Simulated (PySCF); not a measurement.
The group X on BH2-X is varied. All species are isolated molecules in the gas phase. One relaxed conformer stands for each flexible species; it need not be the lowest. Strings in code marks are SMILES.

Computed with M06-2X/def2-TZVP (PySCF 2.14.0). All candidates: neutral, multiplicity 1. 

```json
{
  "HOMO": "-9.42 eV",
  "LUMO": "-1.07 eV",
  "HOMO–LUMO gap": "8.35 eV"
}
```

Problem. Name which member has these values.
A) `BCC#N`
B) `BBr`
C) `B[Si](C)(C)C`
D) `BB`

Solution. B, `BBr`. The others give `BB`: -9.82 eV, -0.71 eV, 9.12 eV; `BCC#N`: -10.57 eV, -1.26 eV, 9.30 eV; `B[Si](C)(C)C`: -8.69 eV, -1.19 eV, 7.50 eV
